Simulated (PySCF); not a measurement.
Computed shifts of a molecule C3H9AlO, PBE0/pcSseg-1 (PySCF), GIAO, gas phase, atoms alike by connectivity averaged where their shifts nearly agree, in ppm (number of nuclei): ¹H: 4.97 (1), 4.37 (2), 1.50 (3), -0.05 (3). ¹³C: 64.6 (1), 25.6 (1), -8.8 (1). References: ¹H against TMS (σ = 31.56 ppm); ¹³C against TMS (σ = 186.3 ppm); ¹⁷O against H2O (σ = 334.2 ppm), references at their B3LYP-D3(BJ)/def2-TZVP geometries, non-relativistic. Geometry: PBE0-D3(BJ)/def2-SVP. Other conformers were not sampled.

Task: Which molecule gave these data?
(A) C[O][Al]([CH3])[CH3]
(B) CC[O][AlH][CH3]
(C) CC(C)[O][AlH2]
(D) CC[CH2][AlH][OH]

Result: B, CC[O][AlH][CH3]
